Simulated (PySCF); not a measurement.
# Electron correlation in Sn²⁺ (tin, charge +2)

[Kr] 4d10 5s1 6s1, high-spin 3S determinant (an excited configuration). All numbers are calculated (PySCF 2.14, a scalar-relativistic core potential, in aug-cc-pwCVTZ-PP with ECP28MDF). Frozen: 4s2 4p6 4d10; 2 electrons correlated.

With two correlated electrons CCSD is exact within the correlated space (frozen core and kept virtual orbitals).

```tsv
level	correlation energy (mhartree)
CCSD	-7.14
```

Diagnostics: T1 = 0.0067, D1 = 0.0134, largest double amplitude 0.057.

The outer electron is Rydberg-like, and this basis confines it to a smaller radius and binds it less than a complete one would.

Cost of the coupled-cluster step: about 13 core-seconds, for 2 correlated electrons.
